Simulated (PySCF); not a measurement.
# Dipole response of Fe²⁺ (iron, charge +2)

[Ar] 3d6, high-spin 5D determinant. Computed with PySCF 2.14 in aug-cc-pVQZ-DK (9s8p6d4f3g2h, 140 functions), with the spin-free X2C one-electron Hamiltonian (Gaussian nucleus). Coupled (time-dependent) response in atomic units; α is the mean over directions.

```csv
method,mean α (bohr³),"α xx, yy, zz",C₆ (like pair),S(−4)
PBE0,3.748,"3.984, 3.984, 3.276",10.85,8.138
```

S(−4) is the Cauchy moment in α(ω) = α(0) + S(−4) ω² + …

α(iu) at PBE0:

```csv
u (hartree),α(iu) (bohr³)
0,3.748
0.0500,3.728
0.100,3.670
0.200,3.468
0.300,3.208
0.500,2.696
0.750,2.196
1.00,1.833
1.50,1.344
2.00,1.030
3.00,0.6575
5.00,0.3342
```

A single London oscillator, α(iu) = α/(1 + u²/ω²), gives C₆ = (3/4) ω α². Matching the computed C₆ needs ω = 4 × 10.85 / (3 × 3.748²) = 1.03 hartree.

For an ion, C₆ is the dispersion term alone; charge-induced terms of lower order in 1/R come first.

The components differ because the open shell of this determinant is not spherical; for a pure term their mean is the scalar polarisability.
